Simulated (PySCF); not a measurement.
Coordinates in bohr (charge 0 multiplicity 1):
```
I     0.0000    0.0000   -0.4508
F     0.0000    0.0000    3.0980
F     3.6011    0.0000   -0.0162
F     0.0000    3.6011   -0.0162
F    -3.6011    0.0000   -0.0162
F     0.0000   -3.6011   -0.0162
```

Computed with PBE0 in PySCF with I def2-SVP with ECP28, F def2-SVP; scalar-relativistic core potentials, no spin–orbit coupling; density-fitted integrals.

This geometry of IF₅ is a stationary point at this level.

**Question.** What is the point group?

**Answer.** C4v.

**Question.** Is it a minimum?

**Answer.** Yes: all harmonic wavenumbers are real.

**Question.** Which band is strongest in the infrared?

**Answer.** 682 cm⁻¹ (e), 421 km/mol.

**Question.** Give the atomic charges and bond orders.

**Answer.** 
| atom | Mulliken | Löwdin | polar tensor | Mayer order to I1 |
| --- | --- | --- | --- | --- |
| I1 | 1.94 | 1.73 | 2.90 | – |
| F2 | -0.34 | -0.30 | -0.48 | 0.85 |
| F3,4,5,6 | -0.40 | -0.36 | -0.61 | 0.84 |

**Question.** Give the ideal-gas entropy at 298.15 K and 1 bar by parts.

**Answer.** translation 176.2, rotation 104.3, vibration 60.9, spin 0.0; total 341.4 J/(mol K).
